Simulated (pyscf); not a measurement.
## [O–Ta(Cl)(Cl)(Cl)–Cl]• (SMILES [O][Ta]([Cl])([Cl])([Cl])[Cl]), doublet

Gas-phase minimum from PySCF at ωB97X-D3(BJ)/def2-SVP, one conformer. Other isomers of [O–Ta(Cl)(Cl)(Cl)–Cl]• were not searched in full and may lie lower. 

```xyz
6

O      1.3635     1.5807    -0.5054
Ta     0.1606     0.2191    -0.0759
Cl    -0.3253     1.7900     1.5599
Cl    -1.9377     0.1609    -0.9670
Cl     1.2237    -0.6894    -1.9253
Cl     0.7344    -1.4492     1.3684
```
Charge 0, spin multiplicity 2.

Bonded distances (Å): O1–Ta2 1.867, Ta2–Cl3 2.319, Ta2–Cl4 2.280, Ta2–Cl5 2.319, Ta2–Cl6 2.280. Angles (°): O1–Ta2–Cl3 78.7, O1–Ta2–Cl4 121.4, O1–Ta2–Cl5 78.9, O1–Ta2–Cl6 121.1, Cl3–Ta2–Cl4 95.7, Cl3–Ta2–Cl5 157.5, Cl3–Ta2–Cl6 95.8, Cl4–Ta2–Cl5 95.7, Cl4–Ta2–Cl6 117.4, Cl5–Ta2–Cl6 95.9.

Properties at ωB97X-D3(BJ)/def2-SVP:

```yaml
harmonic_wavenumbers_unscaled: 78, 95, 105, 144, 145, 160, 162, 366, 398, 414, 433, 682 cm⁻¹
zero_point_energy: 4.5 kcal/mol
rotational_symmetry_number: 2
Entropy of this conformer at 298 K and 1 atm, rigid rotor and harmonic oscillator, modes under 100 cm⁻¹ raised to 100: 412.7 J/(mol K)
dipole_moment: 1.20 D
Spin expectation value S2: 0.765
```

Single-point totals, which compare only within one level:

```tsv
level	total energy (hartree)
ωB97X-D3(BJ)/def2-TZVP	-1973.43641
PBE/def2-TZVP	-1972.59111
r²SCAN/def2-TZVP	-1973.26317
B3LYP-D3(BJ)/def2-TZVP	-1973.46421
PBE0-D3(BJ)/def2-TZVP	-1972.68378
M06-2X/def2-TZVP	-1973.16303
ωB97M-D3(BJ)/def2-TZVP	-1973.53406
```

Soft torsions are taken as harmonic, which can shift the entropy by several J/(mol K). Open-shell species with a d-block atom are single-reference here; other states, and whether the spin sits on metal or ligand, were not checked. Elements past Kr carry the def2 core potentials, without spin-orbit coupling.
